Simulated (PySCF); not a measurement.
Spectrum to structure. The calculation used PySCF, TDDFT CAM-B3LYP/def2-SVPD, vertical, gas phase, core orbitals frozen in the response. Geometries: GFN2-xTB, one conformer each.

```csv
state,E (eV),f
S1,5.19,0.0001
S2,6.85,0.0060
S3,6.99,0.144
S4,7.05,0.040
S5,7.49,0.0043
S6,7.94,0.076
S7,8.05,0.0032
S8,8.38,0.049
```

Question: Which candidate is it? All have the formula C6H9ClO.
A. `CC/C=C(\C)C(=O)Cl`
B. `CCC1(C(=O)Cl)CC1`
C. `C=C(C(=O)Cl)C(C)C`

Answer: B. Its S1, at 5.19 eV, is the highest among the candidates; the nearest of the others has S1 at 4.64 eV. S1 is HOMO→LUMO (92%). Löwdin shares by element: HOMO oxygen 48%, chlorine 26%, carbon 12% or more; LUMO carbon 44% or more, oxygen 31%, chlorine 10% (atoms not listed hold the other 15%). At the same level the other candidates give, for their lowest levels:
- `CC/C=C(\C)C(=O)Cl`: 4.64 eV (f 0.000); 5.51 eV (f 0.340); 6.04 eV (f 0.001); 6.47 eV (f 0.083); 7.11 eV (f 0.000); T1 3.44 eV; HOMO -9.20, LUMO -0.88 eV
- `C=C(C(=O)Cl)C(C)C`: 4.60 eV (f 0.000); 5.64 eV (f 0.115); 6.10 eV (f 0.046); 6.45 eV (f 0.073); 6.90 eV (f 0.001); T1 3.65 eV; HOMO -9.62, LUMO -1.00 eV

Shape of the structure used: `[CH3:1][CH2:2][C:3]1([C:4](=[O:5])[Cl:6])[CH2:7][CH2:8]1`: C1–C2–C3–C4 71°, C2–C3–C4–O5 5°.
Triplets come from the Tamm–Dancoff approximation.
